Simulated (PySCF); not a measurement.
Simulated absorption spectrum

C6H12O2.
SMILES: `C[C@@H]1COC[C@H](C)O1`

Method: TDDFT PBE0/def2-SVPD, vertical, gas phase, core orbitals frozen in the response (PySCF 2.14.0, density-fitted response routines). Geometry: PBE0-D3(BJ)/def2-SVP, one conformer, isolated molecule.

Each state is given a Gaussian of 0.5 eV full width at half maximum, with ε(max) = 2.175×10⁸ f / Δν̃ (Δν̃ the width in cm⁻¹). The cross-section is σ = 3.8235×10⁻²¹ ε cm², given in Mb (10⁻¹⁸ cm²). The width is an assumption, not a result. The curve ends short of the highest state used, and states not computed would add to its high-energy end.

```json
{"λ (nm)": "167.6", "σ (Mb)": "5.56"}
{"λ (nm)": "168.8", "σ (Mb)": "7.61"}
{"λ (nm)": "170.0", "σ (Mb)": "9.98"}
{"λ (nm)": "171.2", "σ (Mb)": "12.48"}
{"λ (nm)": "172.4", "σ (Mb)": "14.88"}
{"λ (nm)": "173.7", "σ (Mb)": "17.09"}
{"λ (nm)": "174.9", "σ (Mb)": "18.52"}
{"λ (nm)": "176.1", "σ (Mb)": "19.20"}
{"λ (nm)": "177.3", "σ (Mb)": "19.07"}
{"λ (nm)": "178.5", "σ (Mb)": "18.19"}
{"λ (nm)": "179.7", "σ (Mb)": "16.70"}
{"λ (nm)": "180.9", "σ (Mb)": "14.79"}
{"λ (nm)": "182.1", "σ (Mb)": "12.69"}
{"λ (nm)": "183.4", "σ (Mb)": "10.41"}
{"λ (nm)": "184.6", "σ (Mb)": "8.46"}
{"λ (nm)": "185.8", "σ (Mb)": "6.74"}
{"λ (nm)": "187.0", "σ (Mb)": "5.28"}
{"λ (nm)": "188.2", "σ (Mb)": "4.09"}
{"λ (nm)": "189.4", "σ (Mb)": "3.14"}
{"λ (nm)": "190.6", "σ (Mb)": "2.39"}
{"λ (nm)": "191.8", "σ (Mb)": "1.80"}
{"λ (nm)": "193.1", "σ (Mb)": "1.31"}
{"λ (nm)": "194.3", "σ (Mb)": "0.97"}
{"λ (nm)": "195.5", "σ (Mb)": "0.71"}
{"λ (nm)": "196.7", "σ (Mb)": "0.51"}
{"λ (nm)": "197.9", "σ (Mb)": "0.36"}
{"λ (nm)": "199.1", "σ (Mb)": "0.25"}
{"λ (nm)": "200.3", "σ (Mb)": "0.17"}
{"λ (nm)": "201.5", "σ (Mb)": "0.11"}
{"λ (nm)": "202.8", "σ (Mb)": "0.07"}
{"λ (nm)": "204.0", "σ (Mb)": "0.04"}
{"λ (nm)": "205.2", "σ (Mb)": "0.03"}
{"λ (nm)": "206.4", "σ (Mb)": "0.02"}
{"λ (nm)": "207.6", "σ (Mb)": "0.01"}
{"λ (nm)": "208.8", "σ (Mb)": "0.01"}
{"λ (nm)": "210.0", "σ (Mb)": "0.00"}
```

Problem. Where are the band maxima, and which computed states make them?

Solution. 177 nm (7.02 eV), ε about 5000, made up of S2 (68%), S3 (17%) and S4 (12%) (ε in L mol⁻¹ cm⁻¹; maxima over ε = 5, shares over 10%). The states used: S1 6.65 eV (f 0.0082); S2 6.99 eV (f 0.065); S3 7.05 eV (f 0.016); S4 7.21 eV (f 0.017); S5 7.96 eV (f 0.0031); S6 8.00 eV (f 0.022).

Problem. Coming from long wavelengths, where does ε first pass 100 L mol⁻¹ cm⁻¹?

Solution. At about 198 nm (6.27 eV), 0.38 eV below S1.

Problem. What would ε be at 7.02 eV, the highest of these maxima, with half the width (0.25 eV)?

Solution. About 8810 L mol⁻¹ cm⁻¹ against 5030, a factor of about 1.8; a lone state at its own centre would give exactly 2.

Problem. On this curve, what absorbance would a 10⁻³ mol/L sample give at 193 nm over a 1 cm path?

Solution. 193 nm is 6.424 eV, where ε is about 350 L mol⁻¹ cm⁻¹, so A = ε c l ≈ 0.35 (Beer–Lambert, with the gas-phase spectrum and the assumed width).
